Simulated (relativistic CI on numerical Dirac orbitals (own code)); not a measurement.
Hf XXIV: computed level list

Calculated at this level of theory: Dirac-Coulomb-Breit CI, separate exchange-only KLI orbitals for each configuration, QED by a radiative potential, unscaled Slater integrals (own radial code, finite nucleus).

Configurations in the expansion (outside the closed core [Ar] 3d10 4s2): 4p6 4d10 4f3, 4p6 4d10 4f2 5s, 4p6 4d10 4f 5s2, 4p6 4d9 4f4, 4p6 4d10 4f2 5p, 4p6 4d10 4f 5s 5p, 4p6 4d10 4f 5p2, 4p6 4d10 4f2 5d, 4p6 4d10 4f 5s 5d, 4p5 4d10 4f4, 4p6 4d10 4f 5p 5d, 4p6 4d9 4f2 5s2, 4p6 4d10 4f2 5f, 4p6 4d10 4f 5d2, 4p6 4d10 4f2 6s, 4p6 4d10 4f2 6p. Levels of other configurations are missing.

The lowest level is 4p6 4d10 4f3 4I°_9/2, with 86 % of that term; Hund's rules for 4p6 4d10 4f3 give 4I° with J = 9/2, in agreement.

```csv
No.,Configuration,Term,J,E (cm⁻¹),%,Next component (%),Landé g
1,4p6 4d10 4f3,4I°,9/2,0,86,13 2H°,0.751
2,4p6 4d10 4f3,4I°,11/2,15553,96,4 2H°,0.968
3,4p6 4d10 4f3,4I°,13/2,29475,95,4 2K°,1.098
4,4p6 4d10 4f3,4F°,3/2,34653,71,21 2D°,0.564
5,4p6 4d10 4f3,2H°,9/2,40251,43,31 2G°,1.008
6,4p6 4d10 4f3,4I°,15/2,41985,88,12 2K°,1.180
7,4p6 4d10 4f3,4F°,5/2,44977,86,9 2D°,1.023
8,4p6 4d10 4f3,4F°,7/2,49760,58,37 2G°,1.094
9,4p6 4d10 4f3,4S°,3/2,49806,70,19 2P°,1.702
10,4p6 4d10 4f3,4G°,5/2,54096,89,6 2F°,0.612
11,4p6 4d10 4f3,4G°,7/2,60421,60,24 4F°,1.033
12,4p6 4d10 4f3,4F°,9/2,61147,64,26 2H°,1.189
13,4p6 4d10 4f3,2H°,11/2,63443,78,16 4G°,1.109
14,4p6 4d10 4f3,2K°,13/2,64948,92,5 4I°,0.944
15,4p6 4d10 4f3,2G°,7/2,71515,48,33 4G°,0.982
16,4p6 4d10 4f3,2D°,3/2,72873,35,21 4S°,1.138
17,4p6 4d10 4f3,4G°,9/2,74524,87,10 2H°,1.141
18,4p6 4d10 4f3,2K°,15/2,76315,59,30 2L°,1.041
19,4p6 4d10 4f3,2P°,1/2,77605,71,29 4D°,0.469
20,4p6 4d10 4f3,2D°,5/2,83764,73,16 4D°,1.193
21,4p6 4d10 4f3,4G°,11/2,84124,52,40 2H°,1.169
22,4p6 4d10 4f3,2G°,9/2,88986,56,24 4F°,1.127
23,4p6 4d10 4f3,2D°,5/2,89840,48,44 4D°,1.245
24,4p6 4d10 4f3,4D°,3/2,89971,54,36 2D°,1.077
25,4p6 4d10 4f3,2I°,11/2,93624,66,24 4G°,1.022
26,4p6 4d10 4f3,4D°,1/2,99538,71,29 2P°,0.189
27,4p6 4d10 4f3,2D°,3/2,102149,45,37 2P°,1.070
28,4p6 4d10 4f3,2L°,15/2,102342,69,29 2K°,0.980
29,4p6 4d10 4f3,2I°,13/2,103911,96,4 2K°,1.069
30,4p6 4d10 4f3,4D°,7/2,106570,94,5 2F°,1.409
31,4p6 4d10 4f3,2L°,17/2,107109,100,,1.056
32,4p6 4d10 4f3,2H°,9/2,108266,86,9 2G°,0.939
33,4p6 4d10 4f3,2F°,5/2,118217,47,32 4D°,1.069
34,4p6 4d10 4f3,2D°,3/2,119105,62,25 4D°,0.968
35,4p6 4d10 4f3,2H°,11/2,122245,69,23 2I°,1.063
36,4p6 4d10 4f3,2D°,5/2,137588,53,37 2F°,1.070
37,4p6 4d10 4f3,2F°,7/2,138034,90,4 4D°,1.143
38,4p6 4d10 4f3,2G°,9/2,151291,95,4 2H°,1.100
39,4p6 4d10 4f3,2G°,7/2,155536,92,7 2F°,0.906
40,4p6 4d10 4f3,2F°,7/2,210552,94,5 2G°,1.132
41,4p6 4d10 4f3,2F°,5/2,216492,99,,0.856
42,4f2(3H) 5s,4H,7/2,711845,92,8 2G,0.683
43,4f2(3H) 5s,4H,9/2,716913,63,26 2H,0.968
44,4f2(3F) 5s,4F,3/2,730490,91,8 2D,0.432
45,4f2(3H) 5s,4H,11/2,733669,90,10 2H,1.126
46,4f2(3F) 5s,4F,5/2,734611,73,18 2F,1.013
47,4f2(3H) 5s,2H,9/2,738117,54,36 4H,0.954
48,4f2(3F) 5s,4F,7/2,745251,85,13 2G,1.180
49,4f2(3F) 5s,4F,9/2,747065,49,34 2G,1.184
50,4f2(3H) 5s,4H,13/2,749221,97,3 2I,1.224
51,4f2(1G) 5s,2G,7/2,752130,51,36 2F,0.992
52,4f2(3F) 5s,2F,5/2,752895,73,23 4F,0.907
53,4f2(3H) 5s,2H,11/2,759880,86,9 4H,1.084
54,4f2(1G) 5s,2G,9/2,770258,49,47 4F,1.207
55,4f2(3F) 5s,2F,7/2,776616,63,28 2G,1.070
56,4f2(1D) 5s,2D,5/2,781639,55,35 4P,1.308
57,4f2(1D) 5s,2D,3/2,783409,67,13 4P,0.956
58,4f2(3P) 5s,4P,1/2,786278,90,5 2P,2.527
59,4f2(3P) 5s,4P,3/2,794721,83,10 2P,1.630
60,4f2(1I) 5s,2I,13/2,796199,97,3 4H,1.079
61,4f2(1I) 5s,2I,11/2,796715,95,4 2H,0.929
62,4f2(3P) 5s,2P,1/2,803645,92,7 4P,0.813
63,4f2(3P) 5s,4P,5/2,808827,64,34 2D,1.450
64,4f2(3P) 5s,2P,3/2,817203,77,19 2D,1.239
65,4f2(1S) 5s,2S,1/2,884385,94,3 4P,1.992
66,4f2(3H) 5p,4I°,9/2,1027306,60,31 2H°,0.810
67,4f2(3H) 5p,4H°,7/2,1036139,44,37 2G°,0.815
68,4f2(3F) 5p,4G°,5/2,1047982,68,26 2F°,0.678
69,4f2(3H) 5p,4I°,11/2,1051631,52,17 4H°,1.003
70,4f2(3F) 5p,2D°,3/2,1052299,45,39 4F°,0.712
```

Energies count from the lowest computed level; ° marks odd parity. Percentages are summed over parent terms; the parents shown are those of the largest component, closed shells are left out there.

The mean weight of the leading LS term, summed over parents, in these 70 levels is 73 %, and that of the leading jj configuration (from the same eigenvectors) 75 %.

At this charge transitions that keep the count of f electrons are usually good to a few per cent. Terms inside the open d or f shell come out 10 to 20 % too wide with unscaled integrals. Levels that differ in their count of f electrons can be misplaced by several ten thousand cm⁻¹, since the correlation energy of f electrons is missing or only estimated; rates across such gaps can be off by orders of magnitude.

Landé's interval rule says that E(J) − E(J−1) = AJ with one A. For the ground term the intervals give A = 2827.8, 2142.0, 1667.9 cm⁻¹ for J = 11/2, 13/2, 15/2; the multiplet is regular.

LS names give the leading component of a level, which can be under half, so a name can repeat, a term be missing and a line seem to break the LS rules.
